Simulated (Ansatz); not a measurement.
Isolated molecules relaxed with PBE0-D4/def2-TZVP in Ansatz; ΔE leaves out vibrations. CBS: MP2 limit from def2 TZ/QZ plus the TZ coupled-cluster correction, frozen cores. This one scheme is used for every species. DFT in def2-TZVPP. Open shells (•) are unrestricted, without spin–orbit coupling. Each species was taken in one conformer, which may not be the lowest.

Reaction (homolysis of the Si–Si bond): `BN([SiH3])[SiH2][SiH3]` → `[SiH3]`• + `BN([SiH2])[SiH3]`•

```json
{"level": "RPA@PBE/def2-TZVPP", "ΔE (kJ/mol)": "308.3"}
{"level": "CCSD/def2-SVP", "ΔE (kJ/mol)": "302.0"}
```

(1) What does CCSD(T)/CBS give? (Best estimate.)

Largest T1 diagnostic among the species: 0.015.

## Answers

(1) The calculation gave: +334.3 kJ/mol. The listed levels differ from it by -26.0, -32.3 kJ/mol.

The D4 term adds +14.6 kJ/mol with B3LYP and +8.4 kJ/mol with PBE0; it sums over pairs of atoms, weighted by their polarisabilities, and B3LYP, whose exchange is more repulsive, gets the larger term. From PBE to PBE0 (25 % exact exchange), in def2-TZVPP and without D4, ΔE moves by +4.2 kJ/mol.

B3LYP here is the variant with VWN-RPA as its local correlation; programs differ in this.

CCSD(T)/CBS has its own doubt, a few kJ/mol and more with outer-core shells, so smaller differences from it don't rank the levels.
